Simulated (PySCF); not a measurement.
**CeF3(H2O) at several levels of theory**

Computed with PySCF 2.14.0 (density fitting, no spin-orbit coupling) at the geometry relaxed with PBE0:

```xyz
7
CeF3(H2O) (singlet in the valence; each metal's 4f electrons, 1 of them, lie in its core potential, out of spins and levels)
Ce    0.0994   -0.1007    0.1007
F     1.1592    1.3864    1.1920
F    -1.3468   -1.2004    1.2004
F     1.1592   -1.1920   -1.3864
O    -1.3763    1.3895   -1.3895
H    -1.7124    2.2694   -1.1779
H    -1.7124    1.1779   -2.2694
```

| level | basis | state | HOMO (eV) | gap (eV) | charge on Ce1 (e) | population of f-type functions on Ce1 (polarisation alone where 4f lies in the core) | dipole about the centre of mass (D) | largest force component (eV/Å) |
| --- | --- | --- | --- | --- | --- | --- | --- | --- |
| PBE0 | Ce lcecp-1-SVP with ECP47, F def2-SVP, O def2-SVP, H def2-SVP | singlet | -9.10 | 7.96 | 1.29 | 0.10 | 6.89 | 0.00 |
| PBE0 | Ce lcecp-1-TZVP with ECP47, F def2-TZVP, O def2-TZVP, H def2-TZVP | singlet | -9.33 | 7.94 | 1.67 | 0.15 | 6.87 | 0.24 |

In the lcecp rows the 4f levels are missing from HOMO and gap, and the state counts the valence alone.

Charges are Mulliken's, which hang on the basis. The relaxation used the grid (50, 194), these runs (75, 302) or, all-electron (x2c bases, spin-free X2C Hamiltonian), (99, 590).

Question: A further run in the first row's basis gives HOMO (eV) -7.09, gap (eV) 5.10, charge on Ce1 (e) 1.03, population of f-type functions on Ce1 (polarisation alone where 4f lies in the core) 0.10, dipole about the centre of mass (D) 6.70, largest force component (eV/Å) 0.57. Which level was it?
A. TPSSh
B. BLYP

Answer: B. The others give HOMO -8.04 eV (TPSSh).

In the first row's basis the gap widens with exact exchange: 5.1 eV for BLYP (none); 6.6 to 8.0 eV for TPSSh, PBE0 (a fixed share).

An lcecp potential fixes the number of 4f electrons, so in runs with it no electron can move into or out of that shell.
